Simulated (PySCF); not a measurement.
Zr(Me)(H)3 (CH₆Zr), SMILES [CH3][ZrH3], multiplicity 1. The structure is a stationary point at PBE-D3(BJ)/def2-TZVP. The spin state was assumed, not searched. The structure was generated by enumeration; whether it is a known compound was not checked. The def2 effective core potentials stand for the cores of Zr; spin–orbit coupling is left out.

Problem. Give the equilibrium geometry at PBE-D3(BJ)/def2-TZVP (PySCF confirms it by a frequency run) as Cartesian coordinates in Å, and its point group. (An estimate is asked for; the answer gives what the named calculation found.)

Solution. point group C3v.
```xyz
8

Zr     0.0000     0.0000     0.3659
C      0.0000     0.0000    -1.8081
H     -0.8976    -0.5182    -2.1920
H      0.8976    -0.5182    -2.1920
H      0.0000     1.0364    -2.1920
H     -1.5375    -0.8877     0.9299
H      1.5375    -0.8877     0.9299
H      0.0000     1.7753     0.9299
```
